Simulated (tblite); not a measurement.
Species: C₅H₁₀O₂SSi.
Atom-mapped SMILES: `[CH2:1]=[C:2]1[C@@H:3]([OH:4])[C@H:5]([SiH3:6])[CH2:7][S@:8]1=[O:9]` (hydrogens: H10, H11 on C1; H12 on C3; H13 on O4; H14 on C5; H15, H16, H17 on Si6; H18, H19 on C7)

Computed with GFN2-xTB (tblite), gas phase: L-BFGS steps from a force-field or distance-geometry start until the largest atomic force falls under 0.01 eV/Å.

Step 5: E = -785.4161 eV
```
atom  x, y, z in Å  |  force x, y, z in eV/Å
C1      2.8443   -0.0772    0.1343   -0.015   0.004  -0.017
C2      1.5778    0.2755    0.0330   -0.080   0.039   0.015
C3      0.4495   -0.5564   -0.5278   -0.029   0.003   0.013
O4      0.6663   -1.9306   -0.3368    0.039   0.021  -0.011
C5     -0.8465   -0.0688    0.1420    0.068   0.000   0.023
Si6    -2.4572   -0.6318   -0.7248    0.122   0.008   0.031
C7     -0.7314    1.4356    0.2497    0.011   0.022   0.018
S8      1.0026    1.8302    0.7991   -0.041  -0.033   0.062
O9      1.0654    1.5661    2.2420   -0.041   0.020  -0.028
H10     3.2129   -1.0117   -0.2567   -0.012  -0.054   0.009
H11     3.5558    0.5639    0.6247    0.040   0.020  -0.041
H12     0.4010   -0.4129   -1.6149   -0.029  -0.010  -0.012
H13     0.9184   -2.0519    0.5880   -0.057  -0.119  -0.051
H14    -0.8432   -0.4916    1.1531    0.038   0.073   0.093
H15    -2.5743   -2.0820   -0.6823    0.043  -0.060  -0.005
H16    -3.5667   -0.0139   -0.0038   -0.047   0.035   0.039
H17    -2.4132   -0.1330   -2.0962    0.011   0.026  -0.086
H18    -0.8615    1.9316   -0.7095    0.024   0.008  -0.068
H19    -1.4100    1.8682    0.9795   -0.046  -0.004   0.016
```

Step 6: E = -785.4188 eV
```
atom  x, y, z in Å  |  force x, y, z in eV/Å
C1      2.8425   -0.0777    0.1328    0.048   0.003   0.000
C2      1.5768    0.2787    0.0339   -0.065  -0.014   0.001
C3      0.4484   -0.5548   -0.5245    0.007  -0.020  -0.022
O4      0.6684   -1.9284   -0.3399    0.025  -0.019  -0.017
C5     -0.8469   -0.0692    0.1424    0.085   0.046   0.083
Si6    -2.4553   -0.6320   -0.7255    0.071   0.014   0.027
C7     -0.7312    1.4358    0.2503   -0.027   0.030  -0.019
S8      1.0005    1.8316    0.8006   -0.022  -0.010   0.003
O9      1.0629    1.5661    2.2417   -0.037   0.008   0.049
H10     3.2133   -1.0147   -0.2561   -0.058   0.011   0.028
H11     3.5561    0.5642    0.6220    0.017  -0.004  -0.059
H12     0.3994   -0.4166   -1.6103   -0.030   0.038  -0.080
H13     0.9150   -2.0576    0.5842   -0.044  -0.114  -0.003
H14    -0.8384   -0.4855    1.1558    0.007   0.042   0.096
H15    -2.5714   -2.0830   -0.6824    0.043  -0.043  -0.007
H16    -3.5664   -0.0132   -0.0028   -0.015   0.015   0.016
H17    -2.4124   -0.1323   -2.0987    0.013   0.013  -0.049
H18    -0.8593    1.9305   -0.7109    0.017   0.007  -0.039
H19    -1.4118    1.8673    0.9800   -0.034  -0.002  -0.007
```

Step 7: E = -785.4210 eV
```
atom  x, y, z in Å  |  force x, y, z in eV/Å
C1      2.8412   -0.0778    0.1315    0.062   0.007   0.010
C2      1.5754    0.2808    0.0348   -0.019  -0.048  -0.009
C3      0.4477   -0.5538   -0.5224    0.035  -0.032  -0.040
O4      0.6705   -1.9271   -0.3426    0.006  -0.047  -0.036
C5     -0.8458   -0.0687    0.1443    0.059   0.056   0.102
Si6    -2.4524   -0.6318   -0.7255    0.015   0.013   0.017
C7     -0.7316    1.4367    0.2505   -0.041   0.031  -0.039
S8      0.9985    1.8324    0.8018    0.001   0.010  -0.016
O9      1.0602    1.5664    2.2423   -0.037   0.002   0.075
H10     3.2125   -1.0169   -0.2552   -0.084   0.049   0.034
H11     3.5567    0.5644    0.6188    0.003  -0.015  -0.065
H12     0.3976   -0.4188   -1.6081   -0.029   0.065  -0.097
H13     0.9115   -2.0643    0.5810   -0.035  -0.100   0.032
H14    -0.8344   -0.4799    1.1599   -0.007   0.023   0.089
H15    -2.5684   -2.0846   -0.6826    0.045  -0.009  -0.009
H16    -3.5665   -0.0124   -0.0018    0.026  -0.008  -0.012
H17    -2.4115   -0.1314   -2.1016    0.017  -0.004   0.004
H18    -0.8572    1.9297   -0.7127    0.008   0.004  -0.011
H19    -1.4139    1.8665    0.9802   -0.024   0.004  -0.029
```

Step 8: E = -785.4238 eV
```
atom  x, y, z in Å  |  force x, y, z in eV/Å
C1      2.8399   -0.0776    0.1300    0.046   0.015   0.017
C2      1.5738    0.2824    0.0358    0.038  -0.061  -0.015
C3      0.4474   -0.5532   -0.5207    0.047  -0.038  -0.046
O4      0.6735   -1.9264   -0.3467   -0.012  -0.072  -0.034
C5     -0.8432   -0.0671    0.1487    0.006   0.033   0.082
Si6    -2.4481   -0.6312   -0.7250   -0.040   0.005   0.006
C7     -0.7327    1.4385    0.2501   -0.030   0.021  -0.042
S8      0.9959    1.8335    0.8037    0.030   0.025  -0.023
O9      1.0558    1.5668    2.2441   -0.039  -0.005   0.079
H10     3.2098   -1.0191   -0.2534   -0.095   0.063   0.027
H11     3.5580    0.5645    0.6133    0.003  -0.012  -0.056
H12     0.3947   -0.4202   -1.6071   -0.025   0.086  -0.077
H13     0.9060   -2.0752    0.5774   -0.036  -0.068   0.033
H14    -0.8295   -0.4721    1.1671   -0.014   0.006   0.066
H15    -2.5634   -2.0869   -0.6830    0.049   0.042  -0.010
H16    -3.5661   -0.0115   -0.0008    0.071  -0.035  -0.043
H17    -2.4100   -0.1304   -2.1052    0.023  -0.026   0.076
H18    -0.8544    1.9289   -0.7155   -0.006   0.002   0.014
H19    -1.4172    1.8656    0.9798   -0.016   0.018  -0.054
```

**Question.** Estimate the geometry and energy of step 9. (The exact step hangs on the optimiser's Hessian estimate; all steps are aligned on step 8, rigid shifts and turns removed.)

**Answer.** E = -785.4263 eV, largest force 0.133 eV/Å
```
atom  x, y, z in Å  |  force x, y, z in eV/Å
C1      2.8392   -0.0770    0.1288    0.015   0.020   0.018
C2      1.5729    0.2830    0.0366    0.062  -0.043  -0.013
C3      0.4478   -0.5534   -0.5200    0.031  -0.037  -0.028
O4      0.6763   -1.9273   -0.3508   -0.030  -0.070  -0.033
C5     -0.8406   -0.0653    0.1541   -0.036  -0.011   0.031
Si6    -2.4442   -0.6306   -0.7242   -0.055  -0.006   0.006
C7     -0.7340    1.4407    0.2492    0.001   0.001  -0.027
S8      0.9939    1.8347    0.8058    0.045   0.020  -0.007
O9      1.0508    1.5673    2.2467   -0.040  -0.006   0.045
H10     3.2054   -1.0202   -0.2512   -0.080   0.041   0.007
H11     3.5595    0.5647    0.6071    0.019   0.007  -0.034
H12     0.3913   -0.4198   -1.6077   -0.017   0.089  -0.025
H13     0.8998   -2.0870    0.5741   -0.040  -0.030   0.017
H14    -0.8251   -0.4645    1.1756   -0.014  -0.001   0.030
H15    -2.5576   -2.0882   -0.6837    0.050   0.076  -0.010
H16    -3.5645   -0.0113   -0.0005    0.088  -0.048  -0.056
H17    -2.4081   -0.1299   -2.1073    0.030  -0.039   0.124
H18    -0.8519    1.9283   -0.7183   -0.019   0.002   0.024
H19    -1.4208    1.8652    0.9784   -0.009   0.035  -0.069
```

The energy changes by -0.0025 eV. The first-order estimate −F·Δx gives -0.0035 eV and the mean of the old and new forces, exact on a quadratic surface, -0.0026 eV. The step makes an angle of 65° with the force vector and moves no atom by more than 0.014 Å.

The cost below is that of the whole relaxation. The run took 0.7 s wall on Intel Xeon at 2.70 GHz, one thread, no GPU, on a shared host.
